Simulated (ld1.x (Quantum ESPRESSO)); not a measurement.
**Building the TM potential for Sc (Z = 21) (Wu–Cohen, scalar-relativistic).**

* Element: Sc
* Generator: ld1.x (Quantum ESPRESSO) 7.5
* Type: norm-conserving Troullier–Martins (Kleinman–Bylander form)
* Functional: Wu–Cohen
* Relativity: scalar-relativistic
* Frozen core: [Ne] 3s2
* Valence charge: 9
* Reference configuration: 3p6 3d1 4s0.5 4p0 (charge +1.5)
* Partial waves: 3p (bound): rc 1.20 bohr; 3d (bound): rc 2.40 bohr; 4s (bound): rc 2.05 bohr
* Local potential: the s channel
* Core correction: a·sin(br)/r model core, default radius (core density twice the valence density)

All-electron outer shells of the reference configuration (Wu–Cohen, scalar-relativistic, ld1.x):

| shell | level (eV) | outermost node (bohr) | outermost maximum (bohr) |
| --- | --- | --- | --- |
| 3s | -65.92 | 0.42 | 0.92 |
| 3p | -44.58 | 0.39 | 0.97 |
| 3d | -13.78 | – | 1.08 |
| 4s | -12.53 | 1.31 | 2.84 |
| 4p | -8.80 | 1.46 | 3.38 |

Question: Does the generator finish with these settings?

Answer: Yes, a potential is produced.

Question: Estimate the cutoffs (Ry, on a coarse ladder) from which the occupation-weighted sum of valence levels, in a spherical-Bessel basis at the reference potential, stays within 10 and 1 mRy of its value at 400 Ry.

Answer: 70 Ry and 90 Ry.

Question: What does a ghost test show?

Answer: No extra level below or beside the all-electron valence levels (p, d, s, f tested). The logarithmic derivative shows an extra or strongly shifted pseudo pole above the reference energy (s near 0.10 Ry).

Question: Tests: 3p6 3d1 4s2 4p0; 3p6 3d1 4s1 4p0; 3p6 3d1 4s0 4p0; 3p6 3d2 4s0 4p0; 3p6 3d2 4s1 4p0; 3p6 3d1 4s0 4p1; 3p5 3d1 4s2 4p0. Which has the largest error in its energy relative to the reference configuration, and how large is it?

Answer: 3p6 3d1 4s0 4p1, with -610 meV (all-electron minus pseudo) on -2.14 eV.
